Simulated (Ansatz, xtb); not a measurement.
## Relative energy of two isomers of C4H14BN

We compare a, `C[BH2-][NH2+]C(C)C`, a singlet, with b, `C[BH2-][NH2+]CCC`, a singlet. Both are isolated molecules in the gas phase, relaxed with PBE0-D3(BJ)/def2-SVP, each in the lowest conformer that the search found.

Question: Estimate E(b) − E(a) at the level CCSD(T)/def2-SVP + ΔMP2/def2-TZVPP.

Answer: Calculated at CCSD(T)/def2-SVP + ΔMP2/def2-TZVPP: E(b) − E(a) = +0.125 eV, so structure a lies lower.

How the difference moves with the method:

```json
{"level": "GFN2-xTB", "geometry": "GFN2-xTB", "E(b) − E(a) (eV)": "+0.126", "departure from the last row (eV)": "+0.001", "job, with rough time for the two": "optimisation, 0.15 s"}
{"level": "HF/STO-3G", "geometry": "GFN2-xTB", "E(b) − E(a) (eV)": "+0.076", "departure from the last row (eV)": "−0.049", "job, with rough time for the two": "single point, 0.36 s"}
{"level": "r2SCAN-D4/def2-SVP", "geometry": "GFN2-xTB", "E(b) − E(a) (eV)": "+0.114", "departure from the last row (eV)": "−0.011", "job, with rough time for the two": "single point, 3.9 s"}
{"level": "PBE0-D3(BJ)/def2-SVP", "geometry": "PBE0-D3(BJ)/def2-SVP", "E(b) − E(a) (eV)": "+0.102", "departure from the last row (eV)": "−0.023", "job, with rough time for the two": "optimisation, 54 s"}
{"level": "HF/def2-SVP", "geometry": "PBE0-D3(BJ)/def2-SVP", "E(b) − E(a) (eV)": "+0.067", "departure from the last row (eV)": "−0.058", "job, with rough time for the two": "part of the CCSD(T) run"}
{"level": "MP2/def2-SVP", "geometry": "PBE0-D3(BJ)/def2-SVP", "E(b) − E(a) (eV)": "+0.133", "departure from the last row (eV)": "+0.008", "job, with rough time for the two": "part of the CCSD(T) run"}
{"level": "CCSD(T)/def2-SVP", "geometry": "PBE0-D3(BJ)/def2-SVP", "E(b) − E(a) (eV)": "+0.127", "departure from the last row (eV)": "+0.002", "job, with rough time for the two": "single point"}
{"level": "CCSD(T)/def2-SVP + ΔMP2/def2-TZVPP", "geometry": "PBE0-D3(BJ)/def2-SVP", "E(b) − E(a) (eV)": "+0.125", "departure from the last row (eV)": "", "job, with rough time for the two": "single point, 84 s"}
```

As drawn, both hold the same kinds of bond in the same numbers. Structure a has 3 methyl groups, b 2.

The levels shown agree on the order. The largest departure from CCSD(T)/def2-SVP + ΔMP2/def2-TZVPP is that of HF/def2-SVP, 0.058 eV. The last row adds to CCSD(T) the change of the MP2 difference between the two basis sets, here −0.002 eV.

With thermal terms from frequencies at re-optimised GFN2-xTB minima (ideal gas, soft modes damped towards free rotors, one conformer each, 298.15 K, 1 atm): the zero-point term adds +0.016 eV; ΔH is +0.138 and ΔG +0.135 eV.

The correlated steps freeze 6 core orbitals. Programs: Ansatz 0.2.0, xtb 6.7.1; the last row on 4 threads of Arm Neoverse V1 on a shared host.
